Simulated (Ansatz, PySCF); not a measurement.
Gas-phase reaction in SMILES: CCOC -> C[O] + [CH2]C (the C-O bond at the site shown breaks; other sites are not compared here)
Each molecule is optimised on its own at B3LYP-D3(BJ)/def2-TZVP (Ansatz, a first-principles code), one conformer each, not searched for the lowest.

Wanted: bond dissociation energy (enthalpy at 298 K, with B3LYP-D3(BJ) rigid-rotor harmonic-oscillator terms from PySCF), in kcal/mol. Valence correlation only, unless marked. Open shells are spin-unrestricted. Spin-orbit coupling is left out. Non-relativistic. CBS(X,Y): correlation extrapolated as X^-3; Hartree-Fock from the larger set. The bracket is a focal-point correction in the basis named.

```json
[
 {"level": "revPBE-D4/def2-TZVPD", "program": "Ansatz + dftd4", "bond dissociation energy (kcal/mol)": "78.2"},
 {"level": "PBE0/def2-SVP", "program": "Ansatz", "bond dissociation energy (kcal/mol)": "81.8"},
 {"level": "HSE06-D3(BJ)/def2-TZVPD", "program": "Ansatz + dftd3", "bond dissociation energy (kcal/mol)": "(withheld)"},
 {"level": "B2PLYP-D4/def2-TZVPD", "program": "Ansatz + dftd4", "bond dissociation energy (kcal/mol)": "82.0"},
 {"level": "RPA@PBE/cc-pVTZ", "program": "Ansatz", "bond dissociation energy (kcal/mol)": "(withheld)"},
 {"level": "RI-MP2/CBS(cc-pVTZ,cc-pVQZ)+[CCSD(T)-MP2]/cc-pVTZ", "program": "Ansatz", "bond dissociation energy (kcal/mol)": "(withheld)"}
]
```

### Question
Some entries are withheld; supply them.

### Answer

- HSE06-D3(BJ)/def2-TZVPD, bond dissociation energy (kcal/mol): 79.9
- RPA@PBE/cc-pVTZ, bond dissociation energy (kcal/mol): 81.3
- RI-MP2/CBS(cc-pVTZ,cc-pVQZ)+[CCSD(T)-MP2]/cc-pVTZ, bond dissociation energy (kcal/mol): 86.9
